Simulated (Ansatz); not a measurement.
Relaxation of CH2BFS (6 atoms, charge 0, multiplicity 1), to a largest force component of 0.015 eV/Å in at most 40 steps.

Computed with RKS r2SCAN-D4/STO-3G (Ansatz).

```xyz
6
Properties=species:S:1:pos:R:3
F -1.200 0.640 -1.271
B -0.122 0.605 -0.522
C 0.054 -0.595 0.454
S -0.999 -1.835 0.550
H 0.649 1.480 -0.623
H 0.919 -0.639 1.113
```

Question: Where does it end, and by what steps?

Answer: The forces met the threshold. Limits of this set-up: minimal basis. After 4 steps the energy has fallen by 0.034 eV; H6 moved furthest, 0.06 Å.

```csv
step,energy less start (eV),largest force component (eV/Å),accepted
0,0.0000,0.815,yes
1,-0.0300,0.164,yes
2,-0.0234,0.311,no
3,-0.0336,0.078,yes
4,-0.0343,0.012,yes
```

```xyz
6
Properties=species:S:1:pos:R:3
F -1.199 0.660 -1.303
B -0.138 0.600 -0.526
C 0.039 -0.614 0.452
S -1.015 -1.860 0.575
H 0.663 1.469 -0.584
H 0.950 -0.600 1.088
```

Whether the end is a true minimum wasn't checked by a vibrational analysis.

Run time: 13 s on 1 thread of Arm Neoverse V1 (shared host), peak memory 0.15 GiB.
